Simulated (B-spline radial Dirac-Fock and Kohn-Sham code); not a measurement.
## Binding energies of Br²⁴⁺ at several levels of theory

System: Br²⁴⁺, configuration [Ne] 3s1.

The density-functional columns are spherical, spin-unpolarised Dirac-Kohn-Sham results without Breit or QED terms: −ε is minus the orbital energy of the initial state and ΔSCF the difference of two total energies. The reference in the last column comes from Dirac-Fock (average of configuration) total-energy differences with a finite nucleus, the Breit interaction including its frequency dependence, and self-energy and vacuum-polarisation corrections. All numbers are from a radial atomic solver, in eV; a selection of levels is shown. The Kohn-Sham columns are given as differences from the reference. For the 1s level of heavy atoms much of the gap between ΔSCF and the reference is the Breit and QED part, -30.1 eV here; for other levels the error of the functional can be larger.

```tsv
level	LDA −ε − DF	LDA ΔSCF − DF	Dirac-Fock
L2 (2p1/2)	-65.3	+5.7	2708.0
L3 (2p3/2)	-66.0	+3.5	2659.4
M1 (3s)	-22.3	+0.3	1118.4
```

For the outermost level NIST gives 1119.17 ± 0.04 eV (semi-empirical); the differences from it are LDA −ε -23.01, LDA ΔSCF -0.46, Dirac-Fock -0.73 eV.

Values without a named source are computed, but for edge energies of neutral atoms, which are taken from tables.
